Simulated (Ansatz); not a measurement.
# How methods differ on SnClF (SMILES [F][Sn][Cl])

SnClF has 3 atoms, charge 0, and is taken as a singlet. As SMILES, `[F][Sn][Cl]`. Geometry: relaxed at PBE0-D4/def2-TZVP.

```xyz
3

F    -1.3896    0.2231   -0.7444
Sn    0.1643    0.8981    0.1907
Cl    1.2143   -1.1860    0.5405
```

Each level gives the energy change with the F1–Sn2 bond stretched from 1.935 to 2.419 Å (eV). The values are calculated.

```
                      level                    kind  program  value (eV)  less FCI/STO-3G  CPU time (all runs)
  SVWN5/STO-3G (restricted)                     LDA   Ansatz        1.96            +0.30                4.1 s
 revPBE/STO-3G (restricted)                     GGA   Ansatz        1.68            +0.02                6.4 s
 r2SCAN/STO-3G (restricted)                meta-GGA   Ansatz        1.94            +0.28                 12 s
  BHLYP/STO-3G (restricted)           global hybrid   Ansatz        2.26            +0.60                4.9 s
  wB97X/STO-3G (restricted)  range-separated hybrid   Ansatz        2.23            +0.57                 18 s
 B2PLYP/STO-3G (restricted)           double hybrid   Ansatz        2.09            +0.43                7.1 s
RPA@PBE/STO-3G (restricted)                     RPA   Ansatz        1.57            -0.09                9.4 s
BCCD(T)/STO-3G (restricted)   coupled cluster or CI   Ansatz        1.78            +0.12                2.3 s
  CCSDT/STO-3G (restricted)   coupled cluster or CI   Ansatz        1.67            +0.01                3.4 s
                 FCI/STO-3G      exact in the basis   Ansatz        1.66             0.00                3.9 s
```

FCI/STO-3G is exact within its basis and frozen core, so for wave-function methods in that basis the difference is their error; functionals converge differently with the basis, so for them it is only a difference. All-electron rows without a relativistic Hamiltonian named are non-relativistic. The first shape isn't each level's own minimum. The values span 1.57 to 2.26 eV. All rows use very small basis sets, so none should be taken for the real molecule's value. In the correlated wave-function rows the outer d shell of Sn is correlated, in sets not made for it. In so small a basis fixed costs decide the times, and correlated methods can beat functionals. CPU times are rough (shared hosts, several kinds of processor and program).
